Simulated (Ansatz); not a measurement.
`O=C=[N][SnH]([F])[F]` → `[F][Sn][F]` + `N=C=O` at 700 K and 1 bar (stannylene formation by 1,1-elimination).

Calculated with Ansatz (gas phase, PBE0-D4/def2-TZVP geometries, no zero-point term in ΔE). CCSD(T)/CBS is the MP2 limit (def2-TZVPP, def2-QZVPP) plus CCSD(T) − MP2 in def2-TZVPP, frozen cores. This one scheme is used for every species. def2 core potentials past Kr. For Sn outer-core shells are correlated without core-valence functions, which leaves a few kJ/mol of doubt a bond. One conformer a species, not always the lowest.

```tsv
species	CCSD(T)/CBS energy (Eh)	H − E (kJ/mol)	S (J/(mol·K))
`O=C=[N][SnH]([F])[F]`	-582.21667	135.0	485.3
`[F][Sn][F]`	-413.70076	42.3	327.6
`N=C=O`	-168.51995	89.3	283.6
```

H − E and S are ideal-gas, rigid-rotor, harmonic terms from PBE0-D4/def2-TZVP, for one conformer and one mirror image of each species. 1 Eh = 2625.50 kJ/mol, R = 8.31446 J/(mol·K).

Problem. By hand: ΔE, ΔH, ΔS and ΔG.

Solution. ΔE = (-413.70076) + (-168.51995) − (-582.21667) = -0.00404 Eh = -10.6 kJ/mol. Δ(H − E) = 42.3 + 89.3 − 135.0 = -3.4, so ΔH = -14.0 kJ/mol. ΔS = 327.6 + 283.6 − 485.3 = 125.9 J/(mol·K). ΔG = -14.0 − 700 × (125.9)/1000 = -102.1 kJ/mol.

Problem. By hand: the equilibrium constant, and the temperature at which ΔG would vanish if ΔH and ΔS stayed fixed.

Solution. log₁₀ K = −ΔG/(RT ln 10) = 7.6. ΔH and −TΔS have one sign here, so there is no such temperature.

The number of gas molecules changes by +1, which sets the sign of ΔS. A doubt of 5 kJ/mol in ΔE shifts log₁₀ K by 0.4 here. Other conformers and mirror images would add mixing entropy, several J/(mol·K) or more a flexible species. Modes under 60 cm⁻¹, often nearly free rotors, make the harmonic entropy too high. These are equilibria of isolated gas molecules and say nothing of rates. Largest T1 diagnostic: 0.018 (customary marks: 0.02 for closed shells, 0.045 for open ones).
